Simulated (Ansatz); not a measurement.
In₄Sb₅H₁₆⁺, a cluster cut from zinc blende InSb (hydrogen-capped). Total charge 1; singlet. Geometry r2SCAN-D4/def2-SVP, basis def2-TZVP, Ansatz.

| run | HOMO (eV) | LUMO (eV) |
| --- | --- | --- |
| A | -9.48 | -5.34 |
| B | -11.22 | -3.90 |
| C | -10.15 | -4.76 |
| D | -9.25 | -5.54 |
| E | -12.13 | -2.93 |

In the def2 sets In, Sb take a core potential; there is no spin–orbit coupling. Single mean-field runs in def2-TZVP are fitted with def2-universal-jkfit.

Problem. The runs used CAM-B3LYP, PBE, PBE0, r2SCAN, ωB97X-V. Estimate which is which.

Solution. A r2SCAN (0 % exact exchange); B CAM-B3LYP (range-separated); C PBE0 (25 % exact exchange); D PBE (0 % exact exchange); E ωB97X-V (range-separated). Exact exchange lowers occupied and raises empty levels; among semilocal functionals meta-GGAs tend to open the gap a little, and such runs are hard to tell apart. The gap grows from 3.72 eV (PBE) to 9.19 eV (ωB97X-V).
